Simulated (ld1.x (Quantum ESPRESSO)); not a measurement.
u(r) = r·R(r): atom against pseudo-atom (Pd)

Columns: radius, all-electron u(r) and pseudo u(r) of the 4s shell (level -85.33 eV) of palladium in the configuration [Ar] 3d10 4s2 4p6 4d10 5s0 5p0; PBE, scalar-relativistic, TM scheme, ld1.x (Quantum ESPRESSO) 7.5.

| r (bohr) | all-electron | pseudo |
| --- | --- | --- |
| 0.098 | -0.4281 | -0.1120 |
| 0.195 | 0.2992 | -0.2289 |
| 0.292 | 0.6630 | -0.3577 |
| 0.390 | 0.3454 | -0.5048 |
| 0.488 | -0.2104 | -0.6693 |
| 0.585 | -0.6965 | -0.8410 |
| 0.682 | -1.0168 | -1.0002 |
| 0.780 | -1.1726 | -1.1168 |
| 0.878 | -1.1979 | -1.1608 |
| 0.975 | -1.1387 | -1.1256 |
| 1.072 | -1.0329 | -1.0309 |
| 1.170 | -0.9057 | -0.9057 |
| 1.268 | -0.7756 | -0.7756 |
| 1.365 | -0.6538 | -0.6538 |
| 1.463 | -0.5432 | -0.5432 |
| 1.560 | -0.4476 | -0.4476 |
| 1.658 | -0.3653 | -0.3653 |
| 1.755 | -0.2969 | -0.2969 |
| 1.852 | -0.2402 | -0.2402 |
| 1.950 | -0.1931 | -0.1931 |
| 2.047 | -0.1551 | -0.1551 |
| 2.145 | -0.1239 | -0.1239 |
| 2.242 | -0.0990 | -0.0990 |
| 2.340 | -0.0788 | -0.0788 |
| 2.438 | -0.0626 | -0.0626 |
| 2.535 | -0.0498 | -0.0498 |

(1) How many radial nodes do the two functions have?

(2) At about which radius was the pseudo-wave matched?

(3) Where does each function peak?

(4) Is the pseudo-wave norm-conserving?

Answers

(1) The all-electron 4s function has n − l − 1 = 3 (the table is too coarse to show those close to the nucleus); the pseudo-wave has 0, since the states of the same l below it are removed with the core.

(2) 1.25 bohr, where the columns begin to agree (steps of 0.10 bohr).

(3) Outermost all-electron maximum near 0.88 bohr, pseudo maximum near 0.88 bohr (to the table’s step).

(4) Yes: the TM scheme keeps the norm inside the radius equal to the all-electron one, which fixes the energy derivative of the logarithmic derivative at the level.
